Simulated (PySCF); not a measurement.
C2H7FGe.
SMILES with atom numbers: `[F:1][CH2:2][CH2:3][GeH3:4]` (hydrogens: H5, H6 on C2; H7, H8 on C3; H9, H10, H11 on Ge4)

A GFN2-xTB structure was refined with PySCF 2.14.0, PBE0-D3(BJ)/def2-SVP geometry optimisation, gas phase. Its GFN2-xTB values:

```csv
coordinate,GFN2-xTB
F1–C2,1.371 Å
C2–C3,1.506 Å
C2–H5,1.096 Å
C3–Ge4,2.032 Å
C3–H7,1.078 Å
Ge4–H9,1.514 Å
Ge4–H10,1.472 Å
F1–C2–C3,107.8°
C2–C3–Ge4,108.4°
C2–C3–H7,111.7°
C2–C3–H8,110.8°
C3–C2–H5,112.7°
C3–Ge4–H11,109.8°
H5–C2–H6,110.6°
H7–C3–H8,108.4°
F1–C2–C3–Ge4,39°
```

Problem. How do these coordinates change at the PBE0-D3(BJ)/def2-SVP level?

Solution. 
```csv
coordinate,PBE0-D3(BJ)/def2-SVP (Å or °),change
Ge4–H10,1.542,+0.070
C3–Ge4,1.968,-0.064
Ge4–H9,1.541,+0.027
C3–H7,1.102,+0.024
C2–H5,1.104,+0.008
F1–C2,1.378,+0.007
C2–C3,1.510,+0.004
C2–C3–Ge4,113.1,+4.7
F1–C2–C3,110.5,+2.7
H5–C2–H6,108.0,-2.6
C3–Ge4–H11,111.5,+1.7
H7–C3–H8,107.0,-1.4
C2–C3–H8,109.5,-1.3
C3–C2–H5,111.6,-1.1
C2–C3–H7,110.8,-0.9
F1–C2–C3–Ge4,51,+12
```

The energy falls by 4.4 kcal/mol over 8 energy and gradient evaluations, the largest force component goes from 0.0362 to 3.9e-04 Eh/bohr, and the atoms move by 0.126 Å rms after alignment. The bond that changes most is Ge4–H10 (ends: germanium bonded to C and 3 H; Ge–H hydrogen), which lengthens by 0.070 Å. Bonds longer at the end by more than 0.005 Å: 8 of 10; shorter: 1. Among the dihedrals that turn most is H5–C2–C3–H8, from -81° to -69°. Rotational constants go from 9897, 2510, 2143 to 10410, 2263, 1996 MHz.

The run used 109 basis functions and 48 SCF cycles in all. Time: 37 s; peak memory 0.46 GiB. Hardware: Arm Neoverse V1, one thread, on a shared host.

No frequency check. The numbers are those of one conformer.
